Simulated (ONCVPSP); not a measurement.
**Pseudopotential generation for tin: ONCV, PBEsol, scalar-relativistic.**

```
Element                 : tin (Sn)
Generator               : ONCVPSP 4.0.1
Type                    : optimised norm-conserving Vanderbilt (ONCV)
Functional              : PBEsol
Relativity              : scalar-relativistic
Frozen core             : [Kr]
Valence charge          : 14
Reference configuration : 4d10 5s2 (charge +2)
Partial waves           : 5s: rc 1.90 bohr, ncon 4, nbas 9, qcut 3.9 1/bohr, 1 projector; p scattering state at 0.13 Ha: rc 1.90 bohr, ncon 4, nbas 6, qcut 3.9 1/bohr, 1 projector; 4d: rc 0.95 bohr, ncon 4, nbas 8, qcut 10.4 1/bohr, 2 projectors, debl 0.6 Ha
Local potential         : polynomial inside 0.70 bohr (lpopt 5, dvloc0 1 Ha)
Core correction         : Teter function fitted to the true core (icmod 2), fcfact 0.6
```

All-electron outer shells of the reference configuration (PBEsol, scalar-relativistic, ld1.x):

| shell | level (eV) | outermost node (bohr) | outermost maximum (bohr) |
| --- | --- | --- | --- |
| 4p | -107.06 | 0.41 | 0.79 |
| 4d | -43.20 | 0.39 | 0.88 |
| 5s | -26.16 | 0.98 | 1.94 |

(1) Does this generation succeed?

Results:

(1) No. ONCVPSP 4.0.1 stopped with "ERROR pspot: first pseudo wave function has node, program will stop": the optimised pseudo-wave of the first projector has a node, so the radial equation cannot be inverted for a potential. It happened in the s channel.
